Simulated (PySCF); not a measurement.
**Si 2p3/2 core levels and what the atom is bonded to**

Gas-phase molecules, one conformer each, relaxed by PBE0-D3(BJ)/def2-SVP with no frequency check. Core levels by delta-SCF with SCAN, pcX-2 on the ionised atom and pcseg-1 elsewhere, spin-free X2C (2p3/2 is the spin-free 2p value less a third of a first-order spin-orbit splitting); energies from the vacuum level.

```csv
structure (SMILES),Si bonded to,mean electronegativity of these (Pauling),Si 2p3/2 (eV)
[SiH3][Si]([SiH3])([SiH3])P,1 P + 3 Si,1.97,105.89
O[Si]([SiH3])([SiH3])[SiH3],1 O + 3 Si,2.28,106.55
F[Si]([SiH3])([SiH3])[GeH3],1 F + 1 Ge + 2 Si,2.45,107.12
OB(O)O[SiH](S)B[SiH3],1 B + 1 O + 1 S + 1 H,2.57,107.55
C[Si]([SiH3])(N[SiH3])N[SiH3],1 C + 2 N + 1 Si,2.63,106.53
C[Si](O)([SiH3])Cl,1 C + 1 Cl + 1 O + 1 Si,2.76,107.77
[SiH3]S[SiH](Cl)[O][GeH3],1 Cl + 1 O + 1 S + 1 H,2.84,108.31
C[Si](Cl)(Cl)Cl,1 C + 3 Cl,3.01,?
C[SiH](F)F,1 C + 2 F + 1 H,3.18,108.99
```

Q: Fit a straight line to the complete rows and predict the core level of Si in C[Si](Cl)(Cl)Cl, bonded to 1 C + 3 Cl.

A: E = 100.674 + 2.578·χ (8 points, rms 0.36 eV, correlation 0.924). At 3.01 this gives 108.43 eV; the calculation itself gave 109.32 eV, so the fit is off by 0.89.

For scale, for C[Si](Cl)(Cl)Cl: run time: 18 s on 1 thread of Intel Xeon Platinum 8259CL (x86_64), shared host, peak memory 0.46 GiB, launched as `OMP_NUM_THREADS=1 python cluster_run.py task.json out`.
